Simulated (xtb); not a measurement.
FGeHO, SMILES [OH][Ge][F] (connectivity only; charge and spin as stated), neutral, multiplicity 1. All values are semi-empirical tight-binding results from xtb (GFN2-xTB unless named), good for trends rather than for accurate numbers. Coordinates come from a GFN2-xTB optimisation. One conformer was computed; it need not be the lowest.

For metal compounds this method's bond lengths and energies can be far off.

Computed properties:
* **point group as xtb finds it**: Cs
* **orbital gap**: 5.00 eV
* **zero-point energy**: 8.0 kcal/mol
* **G − E(el) at 298.15 K (modified RRHO)**: -9.2 kcal/mol
